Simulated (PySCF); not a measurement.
A structure optimised at TPSSh-D3(BJ)/def2-SVP, used in a PySCF frequency run:

```
Si
H 1 1.4922
H 1 1.4946 2 107.58
Si 1 2.3473 2 107.44 3 115.94
O 4 1.7467 1 110.61 2 39.62
C 5 1.3287 4 118.12 1 45.21
O 6 1.2121 5 124.49 4 -0.71
H 6 1.1075 7 123.84 5 179.83
H 4 1.4833 5 101.83 6 168.20
H 4 1.4873 9 109.39 5 -112.83
Si 1 2.3514 2 111.62 3 -122.94
H 11 1.4850 1 110.81 2 -18.63
H 11 1.4881 12 110.29 7 65.57
H 11 1.4927 12 108.54 13 118.17
```
Charge 0, spin multiplicity 1.

### Question
Write its SMILES and formula.

### Answer
O=CO[SiH2][SiH2][SiH3], CH8O2Si3

### Question
What are its rotational constants (standard atomic weights)?

### Answer
2.5613, 1.2634, 0.95570 GHz
